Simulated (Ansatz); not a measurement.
## Nudged elastic band run: BH6NOSi

input.yaml

```yaml
crystal:
  periodic: [false, false, false]
  atoms:
    - { symbol: "N", position_ang: [-1.410151, 1.625863, -0.353247] }
    - { symbol: B, position_ang: [-0.207753, 0.892511, -0.305428] }
    - { symbol: O, position_ang: [-0.216678, -0.395461, 0.20366] }
    - { symbol: Si, position_ang: [0.959798, -1.578052, 0.4241] }
    - { symbol: H, position_ang: [-1.464237, 2.576619, -0.716378] }
    - { symbol: H, position_ang: [-2.301638, 1.246865, -0.025731] }
    - { symbol: H, position_ang: [0.821921, 1.405406, -0.712587] }
    - { symbol: H, position_ang: [0.990016, -1.961779, 1.873015] }
    - { symbol: H, position_ang: [0.596995, -2.782855, -0.391527] }
    - { symbol: H, position_ang: [2.314727, -1.080317, 0.007023] }
magnetization:
  spin_polarized: true
basis:
  gaussian: { orbitals: def2-SVP }
hamiltonian:
  xc: blyp
neb:
  order_check: false
  images: 7
  f_tol: 0.05
  max_iterations: 60
  initial_path: linear
  final_atoms:
    - { symbol: "N", position_ang: [-1.41231534, 1.62267345, -0.3606677] }
    - { symbol: B, position_ang: [-0.20297655, 0.90402529, -0.27370814] }
    - { symbol: O, position_ang: [-0.22542084, -0.41936247, 0.13280567] }
    - { symbol: Si, position_ang: [0.95709524, -1.58568215, 0.40067218] }
    - { symbol: H, position_ang: [-2.31999544, 1.21027744, -0.134812] }
    - { symbol: H, position_ang: [-1.4550277, 2.59701075, -0.65573816] }
    - { symbol: H, position_ang: [0.84478127, 1.45982098, -0.56008403] }
    - { symbol: H, position_ang: [1.00357296, -1.91294335, 1.86355908] }
    - { symbol: H, position_ang: [0.58497783, -2.821671, -0.36077491] }
    - { symbol: H, position_ang: [2.30830859, -1.10534893, -0.048352] }
```

Command:

```bash
$ ansatz run input.yaml --threads 2 --pin off --max-ram 3072MiB --backend cpu --events-out ev --progress --plain --runs-dir out
```

Output, in part (warnings, iteration lines, the closing report on the highest movable image, with atoms numbered from 0):

```
NEB end point (image 0): max|allowed force component| = 1.847e-2 eV/Å (the criterion of neb.relax_end_points is 1.000e-2)
NEB end point (image 8): max|allowed force component| = 1.365e-2 eV/Å (the criterion of neb.relax_end_points is 1.000e-2)
NEB iter   1: max|band force component| = 1.522e0 eV/Å  barrier→ = 1.1319 eV  barrier← = 1.1317 eV  Δτ_max = 0.1175 Å  (252 SCF iters)
NEB iter   2: max|band force component| = 5.879e-1 eV/Å  barrier→ = 1.0826 eV  barrier← = 1.0824 eV  Δτ_max = 0.1995 Å  (203 SCF iters)
NEB iter   3: max|band force component| = 7.939e-1 eV/Å  barrier→ = 1.0997 eV  barrier← = 1.0994 eV  Δτ_max = 0.0694 Å  (208 SCF iters)
NEB iter   4: max|band force component| = 3.359e-1 eV/Å  barrier→ = 1.0644 eV  barrier← = 1.0641 eV  CI = image 4  Δτ_max = 0.0333 Å  (200 SCF iters)
NEB iter   5: max|band force component| = 1.225e-1 eV/Å  barrier→ = 1.0632 eV  barrier← = 1.0629 eV  CI = image 4  Δτ_max = 0.0462 Å  (209 SCF iters)
NEB iter   6: max|band force component| = 2.071e-1 eV/Å  barrier→ = 1.0531 eV  barrier← = 1.0529 eV  CI = image 4  Δτ_max = 0.0229 Å  (200 SCF iters)
NEB iter   7: max|band force component| = 2.757e-1 eV/Å  barrier→ = 1.0444 eV  barrier← = 1.0442 eV  CI = image 4  Δτ_max = 0.0228 Å  (200 SCF iters)
NEB iter   8: max|band force component| = 3.428e-1 eV/Å  barrier→ = 1.0334 eV  barrier← = 1.0331 eV  CI = image 4  Δτ_max = 0.0460 Å  (195 SCF iters)
NEB iter   9: max|band force component| = 4.421e-1 eV/Å  barrier→ = 1.0067 eV  barrier← = 1.0064 eV  CI = image 4  Δτ_max = 0.0923 Å  (203 SCF iters)
NEB iter  10: max|band force component| = 4.514e-1 eV/Å  barrier→ = 0.9543 eV  barrier← = 0.9541 eV  CI = image 4  Δτ_max = 0.1580 Å  (204 SCF iters)
NEB iter  11: max|band force component| = 2.977e-1 eV/Å  barrier→ = 0.9429 eV  barrier← = 0.9426 eV  CI = image 4  Δτ_max = 0.0675 Å  (203 SCF iters)
NEB iter  12: max|band force component| = 8.996e-2 eV/Å  barrier→ = 0.9285 eV  barrier← = 0.9283 eV  CI = image 4  Δτ_max = 0.0075 Å  (193 SCF iters)
NEB iter  13: max|band force component| = 4.963e-2 eV/Å  barrier→ = 0.9281 eV  barrier← = 0.9279 eV  CI = image 4  Δτ_max = 0.0000 Å  (377 SCF iters)
Total energy: -12183.67391668 eV, -447.7417580473 hartree
Atom 0 at    -1.285080     1.898649    -0.257127 Å, force    -0.004775     0.028217    -0.014855 eV/Å
Atom 1 at    -0.107059     1.023715    -0.171248 Å, force     0.030792    -0.049635     0.014770 eV/Å
Atom 2 at    -0.231685    -0.323727     0.069006 Å, force    -0.002376     0.026886    -0.003978 eV/Å
Atom 3 at     0.886829    -1.595748     0.227138 Å, force     0.008538     0.000634    -0.004673 eV/Å
Atom 4 at    -1.929611     1.553687    -0.986558 Å, force    -0.009902    -0.003195    -0.009963 eV/Å
Atom 5 at    -1.842990     1.831456     0.609072 Å, force    -0.006750    -0.004011     0.017458 eV/Å
Atom 6 at     1.019947     1.478436    -0.312397 Å, force    -0.009665    -0.001379    -0.001243 eV/Å
Atom 7 at     0.719867    -2.186619     1.592061 Å, force    -0.002004     0.001231    -0.001038 eV/Å
Atom 8 at     0.559591    -2.623089    -0.810737 Å, force    -0.002473    -0.000387     0.001290 eV/Å
Atom 9 at     2.293191    -1.107959     0.043690 Å, force    -0.001385     0.001639     0.002232 eV/Å
Dipole moment:    -0.098578    -0.303487     0.058156 e Å
```

It converged. Another band between the same ends (7 images) ends at a top of the same energy, where a vibrational analysis finds 1 clearly imaginary mode.

Final band:

```
image  path coordinate (Å)  energy (kJ/mol)
    0                 0.00              0.0
    1                 0.56              0.5
    2                 1.13             22.0
    3                 1.69             66.3
    4                 2.26             89.6
    5                 2.80             67.6
    6                 3.35             24.6
    7                 3.90              1.0
    8                 4.44              0.0
```

The run took 3.4 min on 2 threads of Intel(R) Xeon(R) Platinum 8375C CPU @ 2.90GHz (Ice Lake), on a shared host, peak memory 0.17 GiB.
